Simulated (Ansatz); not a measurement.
Program: Ansatz. Geometries: PBE0-D4/def2-TZVP. ΔE: electronic, gas phase. CCSD(T)/CBS is the MP2 limit (def2-TZVPP, def2-QZVPP) plus CCSD(T) − MP2 in def2-TZVPP, frozen cores. This one scheme is used for every species. DFT in def2-TZVPP. HSE06 is defined as in plane-wave codes. For Ga outer-core shells are correlated without core-valence functions, which leaves a few kJ/mol of doubt a bond. Scalar relativity is left out up to krypton. One conformer a species, not always the lowest.

`[OH][GaH][Si](F)(F)F` + `N[SiH](O)O` → `O[SiH](O)N[Si](F)(F)F` + `[OH][GaH2]`  (cleavage of the Si–Ga bond)

CCSD(T)/CBS gives -82.2 kJ/mol.

**Question.** Another level gave -74.0 kJ/mol. Which?
A. PBE-QIDH/def2-TZVPP
B. r2SCAN0-D4/def2-TZVPP
C. HSE06-D4/def2-TZVPP
D. PBE/def2-TZVPP

**Answer.** C. HSE06-D4 -74.0, PBE-QIDH -84.6, r2SCAN0-D4 -89.6, PBE -56.9 kJ/mol.

Largest T1 diagnostic among the species: 0.015.

In def2-TZVPP, CCSD(T) changes the Hartree–Fock value by +15.6 kJ/mol (the triples alone add +2.2 kJ/mol) and MP2 by +12.0 kJ/mol. At CCSD(T), def2-SVP lies −12.5 kJ/mol from the extrapolated value and def2-TZVPP −3.7 kJ/mol.
